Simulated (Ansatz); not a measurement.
C2H4ClGa (`C=[CH][GaH][Cl]`), relaxed with RKS PBE0-D4/def2-TZVP in the Gaussian-basis code of Ansatz from a GFN2-xTB geometry. The force threshold is 0.005 eV/Å; the program also tests the step.

Total charge 0; spin multiplicity 1.

Start:

```xyz
8

C    -1.115   -0.701    0.622
C    -0.677    0.314   -0.111
Ga    1.304    0.432   -0.467
Cl    2.252    1.904   -1.596
H    -0.422   -1.437    1.016
H    -2.158   -0.853    0.866
H    -1.375    1.052   -0.506
H     2.190   -0.712    0.176
```

| step | energy (eV) | largest force (eV/Å) | largest move (Å) |
| --- | --- | --- | --- |
| 1 | -67028.0696 | 1.819 | 0.000 |
| 2 | -67028.1674 | 0.523 | 0.072 |
| 3 | -67028.1825 | 0.165 | 0.053 |
| 4 (rejected) | -67028.1766 | 0.447 | 0.058 |
| 5 | -67028.1865 | 0.077 | 0.028 |
| 6 | -67028.1896 | 0.045 | 0.062 |
| 7 | -67028.1899 | 0.028 | 0.020 |
| 8 | -67028.1900 | 0.008 | 0.007 |
| 9 | -67028.1900 | 0.001 | 0.002 |

End:

```xyz
8

C    -1.144   -0.696    0.625
C    -0.599    0.278   -0.103
Ga    1.313    0.331   -0.405
Cl    2.060    1.961   -1.598
H    -0.548   -1.488    1.072
H    -2.214   -0.753    0.812
H    -1.245    1.043   -0.525
H     2.377   -0.678    0.122
```

Run time 61 s (2 threads of a server CPU on a shared host); peak host memory 0.48 GiB.
